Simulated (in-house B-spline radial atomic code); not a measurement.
Results of a calculation; reference values are marked as such.
## Two electrons in Ge: a Gaussian well −V exp(−r²/w²) with V = 226 meV and w = 81.3 nm

For Ge the NSM archive of the Ioffe Institute lists m_l = 1.6 m0, m_t = 0.08 m0 and ε = 16.2; the model takes one isotropic valley with the conductivity mass 3/(1/m_l + 2/m_t) = 0.117 m0, and so misses anisotropy and the other valleys. All triplets below are those of one valley; with several valleys two electrons can form a triplet in the 1s orbital itself, at an energy set by the valley splitting.

Effective-mass model with parabolic bands, a uniform dielectric constant, no image charges, no central-cell or spin-orbit terms. Two-electron levels come from full CI in B-splines with partial waves to l = 5 (up to 0.001 effective hartree above the limit).

Task: What are the effective units, and what is the potential in them?

Result: Ha* = 27211.386 meV × 0.117/16.2² = 12.13 meV and a* = 0.0529177 nm × 16.2/0.117 = 7.327 nm. V = 18.6 Ha* and w = 11.1 a*.

In these units the lowest s and p orbitals lie at -17.783414 and -17.244127, and their Coulomb and exchange integrals are J_ss = 0.586317, J_sp = 0.487376 and K_sp = 0.09719. Full CI gives -35.045260 for the ground singlet, -34.653983 for the sp triplet, -34.507481 for the sp singlet and -34.125768 for the lowest triplet of two s orbitals.

Task: What does it cost to add the second electron, to first order and exactly?

Result: To first order E = 2ε_s + J_ss = -34.980511, so the charging energy E(2) − 2E(1) is J_ss = 7.113 meV. CI gives -35.045260 − 2 × (-17.783414) = 0.521568, or 6.327 meV: relaxation and correlation lower it by 0.7855 meV, 11.0 % of J_ss. The s² configuration of one-electron orbitals holds 95.5 % of the state, and the mean radius is 12.3 nm. The second electron is bound by ε_s − E = 209.4 meV, against 215.7 meV for the first.

Task: How far above the singlet do the triplets lie?

Result: To first order the sp triplet lies at ε_s + ε_p + J_sp − K_sp = -34.637358, which is 4.163 meV above 2ε_s + J_ss. CI gives -34.653983 − (-35.045260) = 0.391277, or 4.747 meV, 73 % of the orbital spacing of 6.542 meV. The ss triplet lies 11.15 meV up, so the lower of the two is the sp one, and its gap equals k_BT at 55.1 K. The sp singlet-triplet splitting is 1.777 meV, against 2K_sp = 2.358 meV.
